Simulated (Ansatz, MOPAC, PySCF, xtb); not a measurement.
Pair of molecules: PH3 (SMILES P) (first 4 atoms) with AsH3 (SMILES [AsH3]); geometry from B3LYP-D3(BJ)/def2-TZVP, rigid monomers moved along the line of their centres of mass till P1···As5 is 4.19 Å.
(charge 0, multiplicity 1):
```xyz
8

P     -0.5518     0.1766     0.2743
H      0.7162    -0.4564     0.2556
H     -1.2642    -1.0484     0.2453
H     -0.5941     0.3428    -1.1351
As    -0.4400    -0.2923     4.4336
H     -1.8038     0.3852     4.4715
H      0.2936     1.0413     4.4921
H     -0.4049    -0.4527     5.9519
```

```csv
level,interaction energy (kcal/mol),"minus CCSD(T)/CBS(def2-SVPD, def2-TZVPPD)",cost
AM1,-0.40,0.48,-
PM6,0.61,1.50,-
PM7,-3.71,-2.82,-
GFN1-xTB,-1.45,-0.56,-
HF/3-21G (no counterpoise),-0.87,0.01,-
HF/6-31G*,-0.10,0.78,-
HF/def2-SVPD,-0.05,0.83,-
PBE/def2-TZVPPD,-0.60,0.29,×1
PBE-D4/def2-TZVPPD,-1.34,-0.46,×1
r2SCAN-D4/def2-TZVPPD,-0.95,-0.07,×2
B3LYP/6-31G*,-0.17,0.72,-
wB97X-V/def2-TZVPPD,-1.01,-0.13,×3
wB97M-V/def2-TZVPPD,-0.96,-0.07,×4
MP2/6-31G*,-0.60,0.28,-
MP2/6-31G* (no counterpoise),-0.96,-0.07,-
MP2/def2-SVPD,-0.94,-0.06,-
SCS-MP2/def2-SVPD,-0.72,0.17,-
CCSD/def2-SVPD,-0.70,0.18,-
CCSD(T)/def2-TZVPPD,-0.86,0.03,×20
"CCSD(T)/CBS(def2-SVPD, def2-TZVPPD)",-0.88,0.00,×20
```

 The comparison column counts from a level with limits of its own.

The rows run from -3.71 (PM7) to 0.61 kcal/mol (PM6). The dispersion term adds -0.74 in PBE-D4. The 3 functionals in def2-TZVPPD without D3 or D4 span 0.42, from wB97X-V to PBE.

Counterpoise-corrected where a basis set is named; no monomer relaxation. Rows marked so take none.

Correlated levels freeze the cores. Filled d and f shells under p-block atoms count as core. CBS(a, b) extrapolates the correlation energy as X⁻³ and adds the Hartree–Fock energy of set b. Rows in 3-21G, 6-31G* carry no dispersion term and start afresh at each structure (6-31G* with six Cartesian d functions); the Pople sets are all-electron and without relativity. MP2/6-31G* freezes PySCF's default core, which leaves 3d correlated. The state that AM1, PM6, PM7 reach isn't checked; PM7 holds dispersion and hydrogen-bond terms.

Programs: Ansatz (a first-principles code); MOPAC for AM1, PM6, PM7 (differences of heats of formation); PySCF for 3-21G rows, 6-31G* rows, the dispersion terms; xtb for the GFN methods. Values without a source in brackets are computed.

Costs are rough ratios of core time to PBE/def2-TZVPPD (about 7 s over the structures, on one shared machine); a dash marks a level with no comparable run of its own.
